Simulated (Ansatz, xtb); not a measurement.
**Relative energy of two isomers of C4H3ClN2**

Structure X is `Clc1ccncn1`, a singlet and structure Y is `Clc1cncnc1`, a singlet. Both are isolated molecules in the gas phase, relaxed with B3LYP-D3(BJ)/def2-SVP.

X (Å):

```json
{"atom": "C", "x (Å)": "-0.9548", "y (Å)": "-1.0156", "z (Å)": "1.3531"}
{"atom": "C", "x (Å)": "-0.3535", "y (Å)": "-1.8258", "z (Å)": "2.3240"}
{"atom": "C", "x (Å)": "0.4668", "y (Å)": "-2.8394", "z (Å)": "1.8330"}
{"atom": "C", "x (Å)": "0.0417", "y (Å)": "-2.1940", "z (Å)": "-0.2964"}
{"atom": "Cl", "x (Å)": "-2.0022", "y (Å)": "0.2850", "z (Å)": "1.8549"}
{"atom": "N", "x (Å)": "0.6705", "y (Å)": "-3.0313", "z (Å)": "0.5247"}
{"atom": "N", "x (Å)": "-0.7664", "y (Å)": "-1.1889", "z (Å)": "0.0592"}
{"atom": "H", "x (Å)": "-0.5201", "y (Å)": "-1.6687", "z (Å)": "3.3894"}
{"atom": "H", "x (Å)": "0.9782", "y (Å)": "-3.5214", "z (Å)": "2.5217"}
{"atom": "H", "x (Å)": "0.1972", "y (Å)": "-2.3367", "z (Å)": "-1.3719"}
```

Y (Å):

```xyz
10

C    -0.8564   -1.0802    1.1969
C    -0.6399   -1.7807    2.3877
C     0.7229   -3.2208    1.2751
C    -0.2102   -1.5491    0.0488
Cl   -1.8863    0.3157    1.1459
N     0.1513   -2.8517    2.4231
N     0.5796   -2.6208    0.0917
H    -1.1199   -1.4593    3.3184
H     1.3733   -4.1023    1.3073
H    -0.3427   -1.0404   -0.9122
```

Quicker runs give these differences E(Y) − E(X): GFN2-xTB +9.3 kJ/mol; HF/STO-3G +7.5 kJ/mol (at GFN2-xTB geometries); r2SCAN-D4/def2-SVP +15.3 kJ/mol (at GFN2-xTB geometries).

Problem. Estimate E(Y) − E(X) at the level CCSD(T)/def2-SVP + ΔMP2/def2-TZVPP.

Solution. Calculated at CCSD(T)/def2-SVP + ΔMP2/def2-TZVPP: E(Y) − E(X) = +11.8 kJ/mol, so structure X lies lower.

The same difference at several levels:

```json
{"level": "GFN2-xTB", "geometry": "GFN2-xTB", "E(Y) − E(X) (kJ/mol)": "+9.3", "departure from the last row (kJ/mol)": "−2.5", "job, with rough time for the two": "optimisation, 0.18 s"}
{"level": "HF/STO-3G", "geometry": "GFN2-xTB", "E(Y) − E(X) (kJ/mol)": "+7.5", "departure from the last row (kJ/mol)": "−4.4", "job, with rough time for the two": "single point, 0.59 s"}
{"level": "r2SCAN-D4/def2-SVP", "geometry": "GFN2-xTB", "E(Y) − E(X) (kJ/mol)": "+15.3", "departure from the last row (kJ/mol)": "+3.4", "job, with rough time for the two": "single point, 3.7 s"}
{"level": "B3LYP-D3(BJ)/def2-SVP", "geometry": "B3LYP-D3(BJ)/def2-SVP", "E(Y) − E(X) (kJ/mol)": "+13.7", "departure from the last row (kJ/mol)": "+1.8", "job, with rough time for the two": "optimisation, 33 s"}
{"level": "HF/def2-SVP", "geometry": "B3LYP-D3(BJ)/def2-SVP", "E(Y) − E(X) (kJ/mol)": "+13.2", "departure from the last row (kJ/mol)": "+1.3", "job, with rough time for the two": "part of the CCSD(T) run"}
{"level": "MP2/def2-SVP", "geometry": "B3LYP-D3(BJ)/def2-SVP", "E(Y) − E(X) (kJ/mol)": "+13.0", "departure from the last row (kJ/mol)": "+1.2", "job, with rough time for the two": "part of the CCSD(T) run"}
{"level": "CCSD(T)/def2-SVP", "geometry": "B3LYP-D3(BJ)/def2-SVP", "E(Y) − E(X) (kJ/mol)": "+11.3", "departure from the last row (kJ/mol)": "−0.6", "job, with rough time for the two": "single point"}
{"level": "CCSD(T)/def2-SVP + ΔMP2/def2-TZVPP", "geometry": "B3LYP-D3(BJ)/def2-SVP", "E(Y) − E(X) (kJ/mol)": "+11.8", "departure from the last row (kJ/mol)": "", "job, with rough time for the two": "single point, 49 s"}
```

As drawn, both hold the same kinds of bond in the same numbers.

The levels shown agree on the order. The largest departure from CCSD(T)/def2-SVP + ΔMP2/def2-TZVPP is that of HF/STO-3G, 4.4 kJ/mol. The last row adds to CCSD(T) the change of the MP2 difference between the two basis sets, here +0.6 kJ/mol.

With thermal terms from frequencies at re-optimised GFN2-xTB minima (ideal gas, soft modes damped towards free rotors, one conformer each, 298.15 K, 1 atm): on the last row, ΔE + ΔZPE = +11.6, ΔH = +11.7, ΔG = +13.2 kJ/mol.

The correlated steps freeze 11 core orbitals. Programs: Ansatz 0.2.0, xtb 6.7.1; the last row on 2 threads of Intel(R) Xeon(R) Processor @ 2.70GHz on a shared host.
